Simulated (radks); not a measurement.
Results of a calculation; reference values are marked as such.
Mean orbital radii <r> (bohr) of neutral samarium, [Xe] 4f6 6s2, at several levels of relativity; Dirac values are averaged over j with weights 2j + 1. Spin-unpolarised spherical Kohn-Sham, PBE, point nucleus unless stated (finite: rms radius 5.0819 fm), a radial shooting solver on a logarithmic mesh with Libxc functionals. A level marked "c x" has the speed of light scaled by that factor and shares open shells by 2j + 1; other Dirac levels either fill j = l - 1/2 first or share by 2j + 1.

shell,non-rel.,scalar-rel.,"Dirac, 2j+1 shares","Dirac, low j first","change of magnitude, last against first (%)"
3s,0.2706,0.2549,0.2545,0.2545,-5.95
3p,0.2604,0.2533,0.2527,0.2527,-2.95
3d,0.2318,0.2310,0.2310,0.2310,-0.36
4s,0.6128,0.5791,0.5791,0.5792,-5.49
4p,0.6288,0.6132,0.6125,0.6127,-2.57
4d,0.6706,0.6707,0.6710,0.6713,+0.10
5s,1.501,1.410,1.411,1.412,-5.95
5p,1.702,1.661,1.660,1.662,-2.35
4f,0.9474,1.020,1.021,1.029,+8.57
6s,4.571,4.320,4.322,4.326,-5.36
5d (empty),3.113,3.347,3.350,3.362,+8.00
6p (empty),6.037,6.065,6.057,6.062,+0.42
